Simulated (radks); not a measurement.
The numbers below are computed, except where a source is named.
Species: Sn3+. Configuration: [Kr] 4d10 5s1.

Code: a radial shooting solver on a logarithmic mesh with Libxc functionals. Model: Dirac Kohn-Sham, PBEsol, spin-unpolarised, spherical densities, point nucleus; speed of light set to 685.18 atomic units (5 times the physical value, a model run).

Energy parts (hartree):
| part | energy |
|---|---|
| total | -6026.19452 |
| kinetic | 6035.23303 |
| electron-nucleus | -14292.09412 |
| Hartree | 2388.11128 |
| exchange-correlation | -157.44472 |

Orbitals (lengths in bohr, moments of r in powers of bohr; <r^-3> diverges for s and p1/2):
1s1/2: occ. 2; eigenvalue (hartree) -1029.893; <r^2> 0.001235; <r> 0.03038
2s1/2: occ. 2; eigenvalue (hartree) -153.0081; <r^2> 0.02023; <r> 0.1312
2p1/2: occ. 2; eigenvalue (hartree) -143.2168; <r^2> 0.01523; <r> 0.1119
2p3/2: occ. 4; eigenvalue (hartree) -142.9038; <r^-3> 4064; <r^2> 0.01528; <r> 0.1121
3s1/2: occ. 2; eigenvalue (hartree) -30.29123; <r^2> 0.1417; <r> 0.3523
3p1/2: occ. 2; eigenvalue (hartree) -26.25510; <r^2> 0.1365; <r> 0.3432
3p3/2: occ. 4; eigenvalue (hartree) -26.19837; <r^-3> 739.9; <r^2> 0.1368; <r> 0.3436
3d3/2: occ. 4; eigenvalue (hartree) -18.71970; <r^-3> 118.0; <r^2> 0.1174; <r> 0.3147
3d5/2: occ. 6; eigenvalue (hartree) -18.70690; <r^-3> 117.7; <r^2> 0.1175; <r> 0.3148
4s1/2: occ. 2; eigenvalue (hartree) -5.63463; <r^2> 0.8123; <r> 0.8474
4p1/2: occ. 2; eigenvalue (hartree) -4.29164; <r^2> 0.9178; <r> 0.8965
4p3/2: occ. 4; eigenvalue (hartree) -4.28143; <r^-3> 133.4; <r^2> 0.9202; <r> 0.8977
4d3/2: occ. 4; eigenvalue (hartree) -2.06036; <r^-3> 14.84; <r^2> 1.357; <r> 1.073
4d5/2: occ. 6; eigenvalue (hartree) -2.05877; <r^-3> 14.80; <r^2> 1.358; <r> 1.073
5s1/2: occ. 1; eigenvalue (hartree) -1.27153; <r^2> 5.340; <r> 2.183
5p1/2: occ. 0; eigenvalue (hartree) -0.97336; <r^2> 7.039; <r> 2.503
5p3/2: occ. 0; eigenvalue (hartree) -0.97217; <r^-3> 15.63; <r^2> 7.054; <r> 2.506

The highest occupied level is 5s1/2 at -34.600 eV. The density falls to 0.001 e/bohr^3 at r = 3.37 bohr.
